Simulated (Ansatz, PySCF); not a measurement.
Noncovalent pair: H2O (SMILES O) (first 3 atoms) with CHN (SMILES C#N); geometry from B3LYP-D3(BJ)/def2-TZVP, rigid monomers moved along the line of their centres of mass till H3···N5 is 2.96 Å.
(charge 0, multiplicity 1):
```xyz
6

O     -0.143     0.065    -0.657
H      0.791    -0.061    -0.848
H     -0.201     0.072     0.308
C     -0.307     0.082     4.399
N     -0.167     0.064     3.264
H     -0.439     0.099     5.458
```

Counterpoise-corrected where a basis set is named; no monomer relaxation.

Cores are frozen in the correlated methods. CBS(a, b) extrapolates the correlation energy as X⁻³ and adds the Hartree–Fock energy of set b. Rows in 6-31G* carry no dispersion term and start afresh at each structure (6-31G* with six Cartesian d functions).

Run with Ansatz (a first-principles code) with Gaussian orbitals; PySCF for 6-31G* rows, the dispersion terms. Values without a source in brackets are computed.

### Question
Give the interaction energy at the level HF/6-31G*.

### Answer
-2.3 kcal/mol
